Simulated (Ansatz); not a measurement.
Isolated molecules relaxed with PBE0-D4/def2-TZVP in Ansatz; ΔE leaves out vibrations. CBS: MP2 limit from def2 TZ/QZ plus the TZ coupled-cluster correction, frozen cores. Functionals use def2-TZVPP. Elements past krypton have def2 core potentials. For Zr outer-core shells are correlated without core-valence functions, which leaves a few kJ/mol of doubt a bond. One conformer a species, not always the lowest.

Consider the redistribution: `CC[O][Zr]([OH])([F])[Cl]` + `O=C=N[SiH3]` → `O=C=[N][Zr]([OH])([F])[Cl]` + `CCO[SiH3]`.

```tsv
level	ΔE (kJ/mol)
r2SCAN0-D4	12.2
PBE	16.6
revPBE	16.1
r2SCAN	12.6
PBE0	15.1
CCSD(T)/def2-SVP	24.7
HF/def2-TZVPP	6.8
HF/CBS(def2)	6.5
```

Problem. What does CCSD(T)/CBS give? (Best estimate.)

Solution. Computed: +12.9 kJ/mol. The listed levels differ from it by -0.7, 3.7, 3.2, -0.3, 2.2, 11.8, -6.1, -6.4 kJ/mol.

Largest T1 diagnostic among the species: 0.017.

Leaving LDA and LC-ωPBE aside and taking each functional with its dispersion term where it has one, the values, not all of them listed here, spread over 9.0 kJ/mol, from B97M-V to CAM-B3LYP-D4. LDA lies +3.5 kJ/mol from PBE without D4. At CCSD(T), def2-SVP lies +11.8 kJ/mol from the extrapolated value and def2-TZVPP −0.4 kJ/mol. In def2-TZVPP, CCSD(T) changes the Hartree–Fock value by +5.7 kJ/mol (the triples alone add +0.1 kJ/mol) and MP2 by +8.4 kJ/mol.
